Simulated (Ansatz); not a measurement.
Stepwise reaction of SiH₄ with ammonia, as a gas-phase model of exchange steps in deposition or etching. ΔE in kJ/mol; ΔG adds harmonic PBE0-D4 terms to CCSD(T)/CBS, at 1 bar.

Gas-phase electronic energies from Ansatz, PBE0-D4/def2-TZVP geometries. CCSD(T)/CBS adds triple-zeta CCSD(T) − MP2 to the extrapolated MP2 energy (def2 sets, frozen cores). This one scheme is used for every species. Functionals use def2-TZVPP. B3LYP here is the variant with VWN-RPA as its local correlation; programs differ in this. Each species was taken in one conformer, which may not be the lowest.

```
step                                  reaction  PBE-D4  B3LYP-D4  ωB97M-V  CCSD(T)/CBS  ΔG(400 K)
   2         `N[SiH3]` + NH₃ → `N[SiH2]N` + H₂   -40.9     -43.5    -44.6        -44.7      -42.6
   3      `N[SiH2]N` + NH₃ → `N[SiH](N)N` + H₂   -47.1     -49.6    -51.3        -50.6      -52.2
   4  `N[SiH](N)N` + NH₃ → `N[Si](N)(N)N` + H₂   -38.4     -42.5    -43.4        -42.5      -42.9
```

Question: Give the row of step 1, SiH₄ + NH₃ → `N[SiH3]` + H₂. (Estimate.)

Answer: Ansatz gave: 
```
step                     reaction  PBE-D4  B3LYP-D4  ωB97M-V  CCSD(T)/CBS  ΔG(400 K)
   1  SiH₄ + NH₃ → `N[SiH3]` + H₂   -16.4     -19.3    -20.5        -20.5      -31.7
```

Question: By hand: ΔE of the 4 steps together at CCSD(T)/CBS.

Answer: (-20.5) + (-44.7) + (-50.6) + (-42.5) = -158.3 kJ/mol, or -39.6 kJ/mol a step.

In ΔE step 3 is the lowest and step 1 the highest. All are downhill at CCSD(T)/CBS. ΔG lies between -52.2 and -31.7 kJ/mol a step. PBE-D4 differs from CCSD(T)/CBS by 3.5 to 4.1 kJ/mol a step. Isolated molecules leave out the surface, adducts and barriers. Largest T1 diagnostic: 0.011.
